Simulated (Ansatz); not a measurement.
Reaction (ligand exchange at the Al–O bond): `[OH][Al]([OH])[F]` + H₂Te → `[OH][Al]([F])[TeH]` + H₂O

Gas-phase electronic energies from Ansatz, PBE0-D4/def2-TZVP geometries. CCSD(T)/CBS adds triple-zeta CCSD(T) − MP2 to the extrapolated MP2 energy (def2 sets, frozen cores). This one scheme is used for every species. Functionals use def2-TZVPP. Elements past krypton have def2 core potentials. For Te outer-core shells are correlated without core-valence functions, which leaves a few kJ/mol of doubt a bond. One conformer a species, not always the lowest.

```json
{"level": "r2SCANh", "ΔE (kJ/mol)": "19.7"}
{"level": "HF/def2-QZVPP", "ΔE (kJ/mol)": "29.8"}
```

Problem. What does CCSD(T)/CBS give? (Best estimate.)

Solution. The calculation gave: +14.0 kJ/mol. The listed levels differ from it by 5.7, 15.8 kJ/mol.

Largest T1 diagnostic among the species: 0.012.

The D4 term adds −4.3 kJ/mol with B3LYP and −2.5 kJ/mol with PBE0; it sums over pairs of atoms, weighted by their polarisabilities, and B3LYP, whose exchange is more repulsive, gets the larger term. In def2-TZVPP, CCSD(T) changes the Hartree–Fock value by −6.7 kJ/mol (the triples alone add −2.5 kJ/mol) and MP2 by −11.3 kJ/mol.

B3LYP here is the variant with VWN-RPA as its local correlation; programs differ in this.
